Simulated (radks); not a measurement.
Task: All-electron atom: Ag2+ in [Kr] 4d(3/2: 4, 5/2: 4) 5p(1/2: 1, 3/2: 0) (not the ground configuration). All-electron calculation, Dirac Kohn-Sham, BLYP, spin-unpolarised, spherical densities, finite nucleus; Fermi nuclear charge, rms radius 4.5454 fm. Program: a radial shooting solver on a logarithmic mesh with Libxc functionals. Some entries of the table are withheld. Estimate them.

orbital  occ.  eigenvalue (hartree)  <r^2> (bohr^2)
1s1/2       2             -931.5180        0.001308
2s1/2       2             -138.0497         0.02140
2p1/2       2                   (1)             (2)
2p3/2       4                   (3)             (4)
3s1/2       2             -26.18295          0.1554
3p1/2       2             -22.33666          0.1508
3p3/2       4             -21.19900          0.1599
3d3/2       4             -14.38568          0.1409
3d5/2       6             -14.15650          0.1436
4s1/2       2              -4.54271          0.9285
4p1/2       2              -3.32189           1.070
4p3/2       4              -3.12923           1.137
4d3/2       4              -1.26119           1.882
4d5/2       4              -1.23693           1.926
5p1/2       1              -0.61621             (5)
5p3/2       0              -0.59717             (6)

Result: 
(1) 2p1/2 eigenvalue (hartree): -128.3808
(2) 2p1/2 <r^2> (bohr^2): 0.01599
(3) 2p3/2 eigenvalue (hartree): -121.9345
(4) 2p3/2 <r^2> (bohr^2): 0.01732
(5) 5p1/2 <r^2> (bohr^2): 9.373
(6) 5p3/2 <r^2> (bohr^2): 9.880
